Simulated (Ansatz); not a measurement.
Ideal-gas functions of ClH$_{2}$O$_{2}$SV, SMILES `[OH][V]([OH])(=[S])[Cl]` at 600 K and 1 bar, from an Ansatz frequency run at PBE0-D4/def2-TZVP.

Molar mass 152.48 g/mol, point group Cs (symmetry number 1), electronic degeneracy 1, moments of inertia 189.671, 269.106, 310.867 u Å². Harmonic wavenumbers (cm⁻¹, unscaled): 166, 171, 219, 225, 252, 343, 359, 468, 598, 601, 673, 784, 825, 3880, 3884.

Use S(trans) = R[1.5 ln M + 2.5 ln T − 1.1517]; rotational temperatures θ = 24.2544 K / I; S(rot) = R[ln(√π/σ · √(T³/θAθBθC)) + 1.5]; for each mode x = 1.438777 ν̃/T, S = R[x/(eˣ − 1) − ln(1 − e⁻ˣ)] and H = RT x/(eˣ − 1); 1 cm⁻¹ = 0.0119627 kJ/mol; R = 8.31446 J/(mol·K).

Q: By hand: the entropy, in J/(mol·K).

A: Translation 186.1. Rotation: θ = 0.1279, 0.0901, 0.078 K, giving 126.2. Vibration, mode by mode: 16.03, 15.78, 13.76, 13.54, 12.63, 10.17, 9.81, 7.78, 6.00, 5.96, 5.18, 4.19, 3.88, 0.01, 0.01, in all 124.7. Electronic 0.0. Sum 437.0 J/(mol·K).

Q: By hand: H − E and G − E in kJ/mol, counted from the electronic energy.

A: Zero-point energy ½ × 13448 × 0.0119627 = 80.4; thermal vibration 38.1; translation, rotation and pV give 4 RT = 20.0. H − E = 138.5 kJ/mol, and G − E = 138.5 − 600 × 437.0/1000 = -123.7 kJ/mol.

Vibration gives 29 % of the entropy. The sum counts one conformer and one mirror image; others add a mixing term.
